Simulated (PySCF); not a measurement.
Choosing a molecule for a target property.

All species are isolated and taken at one optimised geometry, non-relativistic unless stated. Electronic properties by PySCF.

Dipoles, sizes and rotational constants follow the conformer. The torsions of the flexible species, by atom-mapped SMILES:
- `[CH2:1][CH2:2][C@@H:3]1[CH2:4][O:5][C@H:6]1[CH2:7][OH:8]`: C1–C2–C3–C4 174°, O5–C6–C7–O8 -69°, H–O8–C7–C6 50°

Question: Wanted: smallest rotational constant between 1 GHz and 1.5 GHz (GFN2-xTB) and isotropic g value above 2.003 (unrestricted B3LYP/pcH-1, mean-field spin–orbit), at GFN2-xTB geometries. Which candidate meets both?
A. `C=C1[C]=C(Cl)C(Cl)=C1` [radical]
B. `[CH2]C[C@@H]1CO[C@H]1CO` [radical]
C. `C1=CC(=C(F)C1)[CH2]` [radical]
D. `C1=NN[C]2OCCC2=N1` [radical]

Answer: D. Computed values:
```csv
species,smallest rotational constant,isotropic g value
C=C1[C]=C(Cl)C(Cl)=C1 [radical],0.762 GHz,2.00244
[CH2]C[C@@H]1CO[C@H]1CO [radical],1.062 GHz,2.00264
C1=NN[C]2OCCC2=N1 [radical],1.150 GHz,2.00357
C1=CC(=C(F)C1)[CH2] [radical],1.751 GHz,2.00321
```
